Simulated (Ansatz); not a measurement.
Calculated with Ansatz (gas phase, PBE0-D4/def2-TZVP geometries, no zero-point term in ΔE). CBS: MP2 limit from def2 TZ/QZ plus the TZ coupled-cluster correction, frozen cores. This one scheme is used for every species. DFT in def2-TZVPP. Each species was taken in one conformer, which may not be the lowest.

`CC(F)OCCF` + `CF` → `FCCCF` + `CC(O)F`  (formal exchange of groups at a C–O bond)

```csv
species,PBE energy (Eh)
`CC(F)OCCF`,-431.83996
`CF`,-139.64757
`FCCCF`,-317.38862
`CC(O)F`,-254.12047
```

(1) Work out ΔE.

Largest T1 diagnostic among the species: 0.011.

Answers

(1) ΔE = (-317.38862) + (-254.12047) − (-431.83996) − (-139.64757) = -0.02156 Eh = -56.6 kJ/mol. CCSD(T)/CBS gives -55.9 kJ/mol.

In def2-TZVPP, CCSD(T) changes the Hartree–Fock value by −4.1 kJ/mol (the triples alone add +0.8 kJ/mol) and MP2 by −8.4 kJ/mol.
